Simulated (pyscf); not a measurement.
# H₂N–SnH(OH)–OH, singlet

Gas-phase minimum from PySCF at ωB97X-D3(BJ)/def2-SVP, one conformer. 

SMILES: [NH2][SnH]([OH])[OH]
```xyz
9

N      1.5013     0.0411     0.8524
Sn    -0.2932     0.5783     0.1125
O     -0.0139     2.4607    -0.4287
O     -0.6527    -0.4461    -1.5388
H      1.4983    -0.3679     1.7836
H      2.1763     0.8035     0.8306
H     -1.6486     0.3600     1.1159
H     -0.5208     2.6969    -1.2149
H      0.1667    -0.7661    -1.9365
```

Bond lengths (Å): N1–Sn2 2.014, N1–H5 1.017, N1–H6 1.018, Sn2–O3 1.978, Sn2–O4 1.976, Sn2–H7 1.700, O3–H8 0.965, O4–H9 0.965. Angles (°): Sn2–N1–H5 116.2, Sn2–N1–H6 112.5, H5–N1–H6 108.8, N1–Sn2–O3 103.2, N1–Sn2–O4 109.3, N1–Sn2–H7 117.3, O3–Sn2–O4 106.9, O3–Sn2–H7 113.3, O4–Sn2–H7 106.4, Sn2–O3–H8 112.4, Sn2–O4–H9 111.2.

Properties at ωB97X-D3(BJ)/def2-SVP:

- Harmonic wavenumbers, unscaled = 88, 138, 158, 183, 219, 287, 491, 558, 607, 642, 648, 656, 826, 848, 861, 1545, 2007, 3579, 3679, 3894, 3901 cm⁻¹
- Zero-point energy = 36.9 kcal/mol
- Rotational symmetry number = 1
- Entropy of this conformer at 298 K and 1 atm, rigid rotor and harmonic oscillator, modes under 100 cm⁻¹ raised to 100 = 357.2 J/(mol K)
- Dipole moment = 1.34 D

Single-point totals, which compare only within one level:

| level | total energy (hartree) |
|---|---|
| ωB97X-D3(BJ)/def2-TZVP | -422.76526 |
| PBE/def2-TZVP | -422.40992 |
| r²SCAN/def2-TZVP | -422.61720 |
| B3LYP-D3(BJ)/def2-TZVP | -422.72647 |
| PBE0-D3(BJ)/def2-TZVP | -422.42304 |
| M06-2X/def2-TZVP | -422.49615 |
| ωB97M-D3(BJ)/def2-TZVP | -422.72296 |

Soft torsions are taken as harmonic, which can shift the entropy by several J/(mol K). Elements past Kr carry the def2 core potentials, without spin-orbit coupling.
